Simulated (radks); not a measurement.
Results of a calculation; reference values are marked as such.
Valence configurations of the krypton ion Kr2+ (all share [Ar]). Code: a radial shooting solver on a logarithmic mesh with Libxc functionals. Model: scalar-relativistic Kohn-Sham, LDA (Slater exchange, Perdew-Wang correlation), spin-polarised, spherical densities, finite nucleus; open shells are filled with parallel spins first; Fermi nuclear charge, rms radius 4.1884 fm. Energies are relative to 3d10 4s2 4p4; eigenvalues in eV for spin up.

| valence | E (eV) | moment (Bohr magnetons) | e(3d) | e(4p) | e(4s) |
|---|---|---|---|---|---|
| 3d10 4s2 4p4 | 0.000 | 2 | -107.21 | -31.903 | -47.045 |
| 3d10 4s1.5 4p4.5 | 7.550 | 2 | -107.98 | -32.252 | -47.488 |
| 3d10 4s1 4p5 | 15.118 | 2 | -108.75 | -32.599 | -47.927 |
| 3d10 4s0.5 4p5.5 | 23.457 | 1 | -109.43 | -32.549 | -47.911 |
| 3d10 4p6 | 31.366 | 0 | -110.06 | -32.445 | - |
| 3d9.5 4s2 4p4.5 | 39.645 | 2 | -114.59 | -32.911 | -48.480 |
| 3d9 4s2 4p5 | 81.945 | 2 | -122.09 | -33.906 | -49.888 |
| 3d9 4s1 4p6 | 97.851 | 2 | -123.54 | -34.559 | -50.705 |
| 3d8.5 4s2 4p5.5 | 126.96 | 2 | -129.71 | -34.892 | -51.272 |

NIST lists [Ar] 3d10 4s2 4p4 as the ground configuration; this level of theory agrees among the configurations tried. The energies are those of spherical high-spin densities, not of single terms.
